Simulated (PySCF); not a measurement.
From one molecule to another.

First species: C6H11N3.
SMILES with atom numbers: `[CH3:1][CH:2]([CH3:3])[CH2:4][n:5]1[n:6][cH:7][cH:8][n:9]1` (hydrogens: H10, H11, H12 on C1; H13 on C2; H14, H15, H16 on C3; H17, H18 on C4; H19 on C7; H20 on C8)

Second species: C5H4FNS.
InChI=1S/C5H4FNS/c1-4(6)5-2-7-3-8-5/h2-3H,1H2

Levels: PBE0/pcSseg-1 for dipole moment, HOMO energy, LUMO energy and HOMO–LUMO gap; GFN2-xTB for rotational constant A and rotational constant C. Geometries: GFN2-xTB. All species are isolated and taken at one optimised geometry, non-relativistic unless stated; the electronic structure was computed with PySCF and density fitting.

The conformers computed, where there is a choice (atom-mapped SMILES and torsion angles):
- `[CH3:1][CH:2]([CH3:3])[CH2:4][n:5]1[n:6][cH:7][cH:8][n:9]1`: C1–C2–C4–N5 -69°, C2–C4–N5–N6 97°
- `[CH2:1]=[C:2]([F:3])[c:4]1[cH:5][n:6][cH:7][s:8]1`: C1–C2–C4–C5 180°

```csv
property,column X,column Y
dipole moment,2.13 D,0.63 D
HOMO energy,-7.01 eV,-7.53 eV
LUMO energy,-1.80 eV,0.03 eV
HOMO–LUMO gap,5.21 eV,7.56 eV
rotational constant A,3.638 GHz,4.065 GHz
rotational constant C,1.017 GHz,0.920 GHz
```

Task: Which column belongs to which species?

Result: Column X is the second species and column Y the first. The first has 20 atoms and 68 electrons, the second 12 and 66.

Task: How does each property change from the first species to the second?

Result: dipole moment +1.50 D; HOMO energy +0.52 eV; LUMO energy -1.83 eV; HOMO–LUMO gap -2.35 eV; rotational constant A -0.427 GHz; rotational constant C +0.097 GHz.

On the first: A dipole of 0.63 D is allowed in C1, and pure rotational transitions are dipole-allowed. The dipole matches unit charges of opposite sign 0.13 Å apart (1 e·Å = 4.8032 D).

On the second: The dipole equals about 7.1 × 10⁻³⁰ C·m (1 D = 3.33564 × 10⁻³⁰ C·m). A dipole of 2.13 D is allowed in Cs, and pure rotational transitions are dipole-allowed.
